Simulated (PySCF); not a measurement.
SMILES CC(C)(C)N=CC=NC(C)(C)C, singlet at its GFN2-xTB optimised geometry (Å):

```
32

C      0.6290     3.6292    -1.3529
C     -0.4828     2.5733    -1.4389
C     -1.2910     2.5631    -0.1353
C     -1.4067     2.9029    -2.6206
N      0.1744     1.3449    -1.7907
C      0.1348     0.2825    -1.1144
C      0.8712    -0.8728    -1.6368
N      1.0231    -2.0458    -1.2067
C      0.4850    -2.6334     0.0000
C      1.0052    -4.0788     0.0000
C      1.0021    -1.9245     1.2604
C     -1.0503    -2.6630    -0.0162
H      1.2167     3.6178    -2.2664
H      1.2890     3.4132    -0.5154
H      0.1984     4.6177    -1.2165
H     -1.7378     3.5418     0.0183
H     -0.6511     2.3433     0.7178
H     -2.0916     1.8265    -0.1794
H     -1.8441     3.8894    -2.4916
H     -2.2064     2.1685    -2.6892
H     -0.8390     2.8815    -3.5465
H     -0.4109     0.1747    -0.1726
H      1.3752    -0.6536    -2.5762
H      2.0916    -4.0788     0.0000
H      0.6655    -4.5918    -0.8953
H      0.6500    -4.6177     0.8746
H      2.0883    -1.8709     1.2318
H      0.7037    -2.4839     2.1441
H      0.6127    -0.9138     1.3450
H     -1.4151    -3.2344     0.8343
H     -1.4746    -1.6640     0.0323
H     -1.3987    -3.1378    -0.9309
```

Level of theory: CAM-B3LYP/def2-SVP run with PySCF 2.14.0.

Map of the HOMO−1 amplitude (bohr^(-3/2)) on the plane z = 0.6 Å; orbital energy -8.73 eV, overall sign arbitrary:

```
|***************************|
|***************************|
|***************************|
|***************************|
|********++++***************|
|*******+++=+***************|
|*******++--=+**************|
|*******+=:.-+**************|
|*******+=: :+**************|
|*******+=-:-+**************|
|*******++=++***************|
|********++*####************|
|**********#%@@#************|
|**********#%@@#************|
|***********#%%*************|
|*********++*#**+***********|
|********++=+*#####*********|
|********++=+#@@@##*********|
|********++=+%@@#***********|
|********+++*##+=+**********|
|*********++**+==+**********|
|***************#***********|
|**************###**********|
|***************************|
|***************************|
|***************************|
|***************************|
```
Scale: ten equal steps from -0.053 (start of ' ') to 0.031 (end of '@'), in the order ' .:-=+*#%@'; x runs from -7.00 to 7.00, y from -7.00 (bottom) to 7.00 (top).
